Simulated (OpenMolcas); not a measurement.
A calculation on Cu6+.

```json
{"Program": "OpenMolcas 26.06", "Method": "CASSCF", "Basis": "ANO-RCC-VTZP [6s5p3d2f1g]", "Scalar Hamiltonian": "DKH2, point nucleus", "Active space": "5 electrons in 10 orbitals (3d 4d)", "State averaging": "2S+1 = 6 even, 1 root; 2S+1 = 4 even, 24 roots; 2S+1 = 2 even, 52 roots", "Spin-orbit coupling": "RASSI with atomic mean-field integrals over the reference wave functions, term energies averaged over their components"}
```

(1) Which level of the active space comes out lowest?

(2) How high does 3d5 4D 7/2 lie?

(3) How high does 3d5 2I 13/2 lie?

(4) How high does 3d5 4P 3/2 lie?

(5) The level at 57371 cm-1 has J = 5/2. What is it made of, and what is its g factor?

Measured values: the list in Gamrath, thesis, University of Mons (2023).

Results:

(1) 3d5 6S 5/2, with 100 % of that term; it is also the measured ground level.

(2) 62494 cm-1 above the lowest level; measured 55742 cm-1 above the ground level, so the calculation is off by +12 %.

(3) 72101 cm-1 above the lowest level; measured 67918 cm-1 above the ground level, so the calculation is off by +6 %.

(4) 57632 cm-1 above the lowest level; measured 51067 cm-1 above the ground level, so the calculation is off by +13 %.

(5) 87 % 3d5 4P 5/2, 11 % 3d5 4D; g = 1.571, against 1.601 from Landé's formula for the pure leading term.

Without dynamic correlation excited terms often stand tens of per cent too high (terms of higher spin than the ground term too low), and those without a measured partner can miss by more than the paired ones. Active for correlation alone: 4d; no level in the range computed is led by a configuration that fills it, so any true level of that kind is missing. Measured partners are found by configuration, term and J. A level has none where our copy of the source lacks it or the pairing is in doubt (some pairs that miss far off the trend of their configuration count as doubtful), and it then counts in no deviation. Levels of configurations outside the active space are missing.
